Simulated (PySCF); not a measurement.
Working out the ionisation energy of Fe

Fe [Ar] 3d6 4s2 (5D) → Fe⁺ [Ar] 3d6 4s1 (6D). Calculation: PySCF 2.14, in cc-pVTZ-DK; scalar relativity by spin-free X2C-1e. Frozen: [Ar]. Energies in hartree (1 hartree = 27.21139 eV):

```json
{"part": "UHF", "Fe (lower)": "-1271.347272", "Fe⁺ (upper)": "-1271.110927"}
{"part": "MP2 opposite-spin", "Fe (lower)": "-0.094461", "Fe⁺ (upper)": "-0.058347"}
{"part": "MP2 same-spin", "Fe (lower)": "-0.087909", "Fe⁺ (upper)": "-0.086724"}
```

Problem. What does Hartree-Fock give?

Solution. (-1271.110927) − (-1271.347272) = 0.236345 hartree = 6.431 eV.

Problem. What do MP2 and SCS-MP2 (6/5 opposite-spin, 1/3 same-spin) give?

Solution. The opposite-spin parts differ by 0.983 eV and the same-spin parts by 0.032 eV. MP2: 6.431 + (0.983) + (0.032) = 7.446 eV. SCS-MP2: 6.431 + 1.2 × (0.983) + (0.032)/3 = 7.621 eV.

Measured between the centres of the two terms (NIST): 7.904 eV, so MP2 (valence) is off by -0.458 eV.

What remains against the reference includes basis incompleteness, the frozen core and correlation beyond second order.
